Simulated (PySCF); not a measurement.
Ligands exchanged one at a time, Ga Cl-Br. Gas-phase values, no solvent. Strings in code marks are SMILES.

Calculation: PBE0-D3(BJ)/def2-TZVP run with PySCF. Excitations are Tamm–Dancoff values on a coarser integration grid. The basis has no diffuse functions, so Rydberg states are missing or too high.

```json
[
 {"species": "0 of 3 Cl replaced by Br", "S1 excitation (TDA) (eV)": "…", "LUMO (eV)": "-1.95", "S1–T1 gap (TDA) (eV)": "0.39", "HOMO (eV)": "-9.46"},
 {"species": "1 of 3 Cl replaced by Br (`[Br][Ga]([Cl])[Cl]`)", "S1 excitation (TDA) (eV)": "5.62", "LUMO (eV)": "-2.05", "S1–T1 gap (TDA) (eV)": "0.41", "HOMO (eV)": "…"},
 {"species": "2 of 3 Cl replaced by Br", "S1 excitation (TDA) (eV)": "5.38", "LUMO (eV)": "-2.14", "S1–T1 gap (TDA) (eV)": "0.39", "HOMO (eV)": "…"},
 {"species": "3 of 3 Cl replaced by Br (`[Br][Ga]([Br])[Br]`)", "S1 excitation (TDA) (eV)": "5.19", "LUMO (eV)": "-2.22", "S1–T1 gap (TDA) (eV)": "…", "HOMO (eV)": "-8.71"}
]
```

### Question
What belongs in the gaps?

### Answer

- 0 of 3 Cl replaced by Br, S1 excitation (TDA) (eV): 6.08
- 1 of 3 Cl replaced by Br (`[Br][Ga]([Cl])[Cl]`), HOMO (eV): -9.01
- 2 of 3 Cl replaced by Br, HOMO (eV): -8.84
- 3 of 3 Cl replaced by Br (`[Br][Ga]([Br])[Br]`), S1–T1 gap (TDA) (eV): 0.36
